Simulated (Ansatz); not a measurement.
Consider the redistribution: `C=[C](C)[GeH2][F]` + `B[O][AlH][CH3]` → `B[O][GeH2][F]` + `C=[C](C)[AlH][CH3]`.

Computed with Ansatz on PBE0-D4/def2-TZVP structures; ΔE is electronic, products minus reactants. CBS: MP2 limit from def2 TZ/QZ plus the TZ coupled-cluster correction, frozen cores. For Ge outer-core shells are correlated without core-valence functions, which leaves a few kJ/mol of doubt a bond. Scalar relativity is left out up to krypton. One conformer a species, not always the lowest.

```csv
species,HF/def2-TZVPP energy (Eh)
`C=[C](C)[GeH2][F]`,-2292.59097
`B[O][AlH][CH3]`,-382.98999
`B[O][GeH2][F]`,-2276.86898
`C=[C](C)[AlH][CH3]`,-398.67514
```

Q: Work out ΔE.

A: ΔE = (-2276.86898) + (-398.67514) − (-2292.59097) − (-382.98999) = 0.03684 Eh = +23.1 kcal/mol. CCSD(T)/CBS gives +23.8 kcal/mol.

Largest T1 diagnostic among the species: 0.013.
